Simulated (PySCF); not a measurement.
# Core-level binding energies of SiCl3(nBu)

SiCl3(nBu), C4H9Cl3Si.
Bonds: Si1–Cl2, Si1–Cl3, Si1–Cl4, Si1–C5, C5–C6, C6–C7, C7–C8. Hydrogens: H9, H10 on C5; H11, H12 on C6; H13, H14 on C7; H15, H16, H17 on C8.

Method used: delta-SCF UKS SCAN, pcX-2 on the ionised atom, pcseg-1 elsewhere, spin-free X2C in PySCF. Binding energies are ΔSCF values: E(core-ionised, relaxed orbitals) − E(ground state) at a fixed geometry, referred to the vacuum level.

Task: List the computed XPS lines with their assignment.

Result: 
| atom(s) | bonded to | level | binding energy (eV) | 2p1/2 (eV) | above the level's lowest (eV) | count |
| --- | --- | --- | --- | --- | --- | --- |
| Si1 | 3 Cl and C | Si 2p3/2 | 109.05 | 109.68 | 0.00 | 1 |
| Cl2/Cl3/Cl4 | Si | Cl 2p3/2 | 206.31 | 207.96 | 0.00 | 3 |
| C8 | C and 3 H | C 1s | 290.80 | – | 0.00 | 1 |
| C5 | C, 2 H and Si | C 1s | 290.82 | – | +0.02 | 1 |
| C7 | 2 C and 2 H | C 1s | 290.83 | – | +0.03 | 1 |
| C6 | 2 C and 2 H | C 1s | 290.98 | – | +0.18 | 1 |
| Si1 | 3 Cl and C | Si 1s | 1849.19 | – | 0.00 | 1 |
| Cl2/Cl3/Cl4 | Si | Cl 1s | 2828.90 | – | 0.00 | 3 |

The 4 C 1s values lie within 0.18 eV of each other; Gaussian lines of 0.5 eV full width would blend them into one maximum.

Task: Which effective nuclear charge Zeff reproduces each element's mean 1s value in the hydrogen-like formula E = 13.606 eV × Zeff²?

Result: C (Z = 6): mean 290.9 eV, Zeff = 4.62, Z − Zeff = 1.38; Si (Z = 14): mean 1849.2 eV, Zeff = 11.66, Z − Zeff = 2.34; Cl (Z = 17): mean 2828.9 eV, Zeff = 14.42, Z − Zeff = 2.58. Means run over the listed sites, weighted by atom count.

Task: What is the C 1s shift of C6 against C5?

Result: 290.98 − 290.82 = +0.16 eV, or +15 kJ/mol.

Topologically equivalent atoms share the value of their first member; where this conformer doesn't relate them by symmetry, their own values could differ. Spin–orbit and ligand-field terms were added within each 2p shell after the spin-free SCF. 2p1/2 minus 2p3/2 (ligand field included): Si 0.63 eV, Cl 1.65 eV. One conformer (not necessarily the lowest) at the PBE0-D3(BJ)/def2-SVP geometry, without solvent, vibrations or thermal averaging.

The run took 98 s on Arm Neoverse V2, one thread, no GPU (shared host), and the process peaked at 0.84 GiB of memory.
